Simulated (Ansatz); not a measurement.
Born–Oppenheimer molecular dynamics of C3H9FSi (14 atoms, charge 0, multiplicity 1). It starts from a relaxed structure.

Computed with RKS r2SCAN-D4/6-31G in Ansatz 0.2.0.

```json
{"ensemble": "NVT, Nosé–Hoover chain", "time step": "0.5 fs", "steps asked": "150", "set temperature": "400 K", "thermostat": "time constant 50 fs, chain length 3", "seed": "39361"}
```

First frame:

```xyz
14
Properties=species:S:1:pos:R:3
Si 0.008 -0.043 -0.075
F 0.036 -0.218 1.631
C 1.808 0.044 -0.653
H 2.354 -0.864 -0.373
H 1.857 0.149 -1.744
H 2.323 0.902 -0.204
C -0.931 1.557 -0.452
H -1.956 1.509 -0.068
H -0.435 2.419 0.007
H -0.980 1.727 -1.535
C -0.882 -1.563 -0.773
H -1.905 -1.630 -0.385
H -0.934 -1.508 -1.868
H -0.354 -2.484 -0.502
```

(1) How far do the bonds stretch over the last three quarters of this one trajectory? (Pairs bonded in most of those frames.)

Results:

(1) 
```csv
bond,mean (Å),spread (Å),shortest,longest
Si1–F2,1.721,0.018,1.69,1.75
Si1–C3,1.905,0.031,1.86,1.95
Si1–C7,1.894,0.044,1.83,1.96
Si1–C11,1.904,0.050,1.84,2.00
C3–H4,1.095,0.009,1.08,1.11
C3–H5,1.098,0.026,1.06,1.14
C3–H6,1.097,0.011,1.07,1.12
C7–H8,1.100,0.029,1.05,1.14
C7–H9,1.097,0.020,1.06,1.13
C7–H10,1.100,0.027,1.06,1.14
C11–H12,1.101,0.012,1.08,1.12
C11–H13,1.099,0.008,1.08,1.11
C11–H14,1.095,0.014,1.07,1.12
```

Mean temperature of the second half: 278 K. The conserved energy stayed within 0.2 meV per atom of its start (net change 0.14 meV per atom), so the integration is sound. The mean temperature of the second half is 31 % below the set value. A run of 0.075 ps of so small a system gives no equilibrium averages. Limits of this set-up: no polarisation functions.

The run took 15 min on 1 thread of Arm Neoverse V2, with other jobs on the host, peak memory 0.15 GiB.
